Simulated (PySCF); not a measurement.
Predicted microwave data (PBE0/pcSseg-1 in PySCF (dipole) on a GFN2-xTB geometry, gas phase) for one isomer of C11H7N:

* Rotational constants: A = 1508, B = 964.4, C = 588.3 MHz
* Dipole components: |μa| = 3.53 D, |μb| = 2.95 D, |μc| = 0.00 D
* Inertial defect: 0.00 u·Å²
* κ: -0.18

Task: Which structure is it? (One computed conformer of each.)
A. `C#CC1=C[C@H]2C=C[C@]1(C#N)C=C2`
B. `N#CC1=CC=CC2=CC=CC=C12`
C. `N#Cc1ccc2ccccc2c1`

Result: B. It is N#Cc1cccc2ccccc12, an asymmetric top, point group Cs. The candidates at the same level (rigid rotor, commonest isotopes):

| SMILES | A (MHz) | B (MHz) | C (MHz) | μa (D) | μb (D) | μc (D) | Δ (u·Å²) | point group | rotor |
| --- | --- | --- | --- | --- | --- | --- | --- | --- | --- |
| N#Cc1cccc2ccccc12 | 1508 | 964.4 | 588.3 | 3.53 | 2.95 | 0.00 | 0.00 | Cs | asymmetric top |
| N#Cc1ccc2ccccc2c1 | 2749 | 614.8 | 502.4 | 5.04 | 0.96 | 0.00 | 0.00 | Cs | asymmetric top |
| C#CC1=C[C@H]2C=C[C@]1(C#N)C=C2 | 1594 | 1004 | 778.9 | 3.99 | 2.24 | 0.00 | -171.47 | Cs | asymmetric top |

`C#CC1=C[C@H]2C=C[C@]1(C#N)C=C2` has C 32 % too high; `N#Cc1ccc2ccccc2c1` has A 82 % too high. In the right answer the mirror of this Cs structure is the ab plane, so μc vanishes by symmetry. No structure here is proved a minimum.
